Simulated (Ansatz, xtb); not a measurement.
Relaxing a trial structure of C2H9AlOSi

The starting geometry of this gas-phase singlet was built from a drawn formula by distance geometry and a force field; its bonds are those of `[CH3][AlH][C@@H](O)[SiH3]`.

```xyz
14

C    -2.3283    0.6004    1.5250
C     0.7985    0.8873    0.0697
Al   -0.7315   -0.1745    0.6705
O     1.7674    0.0834   -0.5265
Si    0.1220    2.1298   -1.2034
H    -2.7736    1.2836    0.7882
H    -1.9847    1.1978    2.4539
H    -3.0343   -0.1868    1.8128
H    -0.6767   -1.8108    0.5120
H     1.1877    1.4823    0.9094
H     2.6207    0.6408   -0.5298
H    -0.4124    1.3573   -2.3391
H     1.2636    2.9614   -1.6844
H    -0.8816    2.9482   -0.5876
```

**Question.** Predict what it relaxes into with r2SCAN-D4/def2-SVP.

**Answer.** It keeps its bonds, and is `[CH3][AlH][C@@H](O)[SiH3]`.

The energy falls by 0.35 eV over 23 steps:

```tsv
step	E − E(last) (eV)
1	0.345
3	0.015
6	0.006
8	0.004
11	0.002
13	0.001
16	0.000
18	0.000
21	0.000
23	0.000
```

Final geometry (Å):

```yaml
atoms:
  - { symbol: C, position_ang: [-2.3050, 0.5637, 1.4819] }
  - { symbol: C, position_ang: [0.7724, 0.8722, 0.1223] }
  - { symbol: Al, position_ang: [-0.7389, -0.2810, 0.6715] }
  - { symbol: O, position_ang: [1.8093, 0.0536, -0.4504] }
  - { symbol: Si, position_ang: [0.2010, 2.1781, -1.1251] }
  - { symbol: H, position_ang: [-3.0979, 0.6997, 0.7219] }
  - { symbol: H, position_ang: [-2.1008, 1.5619, 1.9040] }
  - { symbol: H, position_ang: [-2.7537, -0.0564, 2.2771] }
  - { symbol: H, position_ang: [-0.6754, -1.8432, 0.3885] }
  - { symbol: H, position_ang: [1.1156, 1.4128, 1.0373] }
  - { symbol: H, position_ang: [2.5472, 0.6290, -0.6975] }
  - { symbol: H, position_ang: [-0.5073, 1.5350, -2.2770] }
  - { symbol: H, position_ang: [1.3925, 2.8975, -1.6840] }
  - { symbol: H, position_ang: [-0.7224, 3.1774, -0.5001] }
```

From the same start GFN2-xTB ends elsewhere, differing in Al3–O4 (1.83 against 2.80 Å here).

No frequencies were run, so the end isn't proven a minimum. Run with Ansatz 0.2.0, 110 s on 2 threads of AMD EPYC 7R43 64-Core Processor (Zen 3), on a shared host.
